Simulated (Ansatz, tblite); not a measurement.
Removing and adding an electron: `[CH3][Ge]1([CH3])[CH]=CC=[C]1[C]1=CC=[C]([C]2=CC=[CH][Ge]2([CH3])[CH3])[Ge]1([CH3])[CH3]`. Total charge 0; singlet. Geometry: PBE-D4/def2-SVP. Ansatz, gas phase; energy differences of separate SCF runs; the oxidised species was run as a doublet alone; the reduced species was run as a doublet alone.

```xyz
47

C     3.864   -2.991    0.959
Ge    2.037   -3.722    0.902
C     1.689   -4.611   -0.820
C     1.554   -4.794    2.468
C     0.540   -4.140    3.111
C     0.055   -2.877    2.553
C     0.643   -2.395    1.397
C     0.291   -1.186    0.726
C     0.882   -0.703   -0.434
C     0.413    0.543   -0.997
C    -0.616    1.228   -0.365
C    -1.182    2.463   -0.799
C    -2.207    3.146   -0.169
C    -2.671    4.406   -0.752
C    -2.072    4.859   -1.895
Ge   -0.696    3.555   -2.387
C    -1.032    2.636   -4.095
C     1.141    4.258   -2.317
Ge   -1.099    0.137    1.218
C    -0.750    1.043    2.930
C    -2.929   -0.583    1.145
H     4.004   -2.249    0.148
H     4.612   -3.799    0.831
H     4.040   -2.491    1.930
H     1.802   -3.888   -1.653
H     0.657   -5.011   -0.836
H     2.399   -5.446   -0.978
H     1.965   -5.747    2.833
H     0.073   -4.528    4.034
H    -0.764   -2.336    3.061
H     1.701   -1.250   -0.936
H     0.882    0.929   -1.920
H    -2.681    2.767    0.754
H    -3.489    4.954   -0.252
H    -2.371    5.797   -2.385
H    -2.067    2.244   -4.115
H    -0.330    1.787   -4.217
H    -0.897    3.332   -4.946
H     1.314    4.765   -1.348
H     1.871    3.430   -2.417
H     1.313    4.983   -3.137
H    -1.452    1.888    3.071
H    -0.869    0.335    3.773
H     0.285    1.436    2.941
H    -3.087   -1.320    1.957
H    -3.671    0.233    1.254
H    -3.095   -1.086    0.173
```

The xTB rows come from tblite. Single mean-field runs in def2-TZVP are fitted with def2-universal-jkfit.

```tsv
level	−HOMO (eV)	vertical IE (eV)	−LUMO (eV)	vertical EA (eV)	HOMO–LUMO gap (eV)	IE − EA (eV)	remarks
GFN1-xTB	10.22	12.00	8.86	7.11	1.36	4.89	–
PBE-D4/def2-TZVP	4.41	6.20	3.01	1.39	1.40	4.82	HOMO above zero (-1 doublet)
```

Estimate the rows for GFN2-xTB, PBE0-D4/def2-TZVP.


| level | −HOMO (eV) | vertical IE (eV) | −LUMO (eV) | vertical EA (eV) | HOMO–LUMO gap (eV) | IE − EA (eV) | remarks |
| --- | --- | --- | --- | --- | --- | --- | --- |
| GFN2-xTB | 9.05 | 10.95 | 7.73 | 5.88 | 1.32 | 5.07 | – |
| PBE0-D4/def2-TZVP | 5.09 | 6.23 | 2.37 | 1.34 | 2.72 | 4.90 | spin-contaminated (⟨S²⟩ 0.83) (+1 doublet) |

Relaxing the oxidised species (PBE-D4/def2-SVP) changes its energy by -0.12 eV at PBE-D4/def2-TZVP, so the adiabatic ionisation energy to this nearest minimum is 6.09 eV. At PBE0-D4/def2-TZVP it is 6.11 eV.  Relaxing the reduced species (PBE-D4/def2-SVP) changes its energy by -0.09 eV at PBE-D4/def2-TZVP, so the adiabatic electron affinity to this nearest minimum is 1.47 eV. At PBE0-D4/def2-TZVP it is 1.37 eV. The highest occupied level of the relaxed charge -1 doublet lies above zero (up to 0.09 eV). By energy differences its removal costs 1.47 eV (each at its own geometry, to the charge 0 singlet, at PBE-D4/def2-TZVP); self-interaction error and the lack of diffuse functions both raise the level.  Run but left out: HF/def2-TZVP (singlet: restricted singlet, unstable in another Hartree–Fock run and untested here).   A HOMO above zero means that the electron is unbound at that level or that self-interaction error raises the level; the energy of removing that electron tells which. Raw xTB energy differences between charge states are shifted by several eV; the methods need an empirical correction for them. Sets without diffuse functions give affinities that are too small.
